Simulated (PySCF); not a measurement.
**Excitation energy of Ca by level of theory**

Ca [Ar] 4s2 (1S) → Ca [Ar] 4p2 (3P), as a difference of total energies. Calculation: PySCF 2.14, in x2c-TZVPPall with one added diffuse shell each of s, p, d type (7s6p4d, 45 functions); the spin-free X2C one-electron Hamiltonian (Gaussian nucleus). Correlated levels: valence and next inner shell: [Ne] frozen. The calculations carry no spin-orbit coupling.

```csv
method,excitation energy (eV),error (eV)
UHF,4.185,-0.589
MP2 (valence and next inner shell),4.904,+0.130
SCS-MP2 (valence and next inner shell),5.006,+0.232
CCSD (valence and next inner shell),4.836,+0.062
CCSD(T) (valence and next inner shell),4.863,+0.089
```

Reference: 4.774 eV (measured; NIST levels, between the centres of gravity of the two terms).

Errors of the correlated levels include the incompleteness of this basis and the frozen core.

The coupled-cluster amplitudes are large for the upper state (T1 above 0.03 or a double amplitude above 0.15), so a single reference is strained.
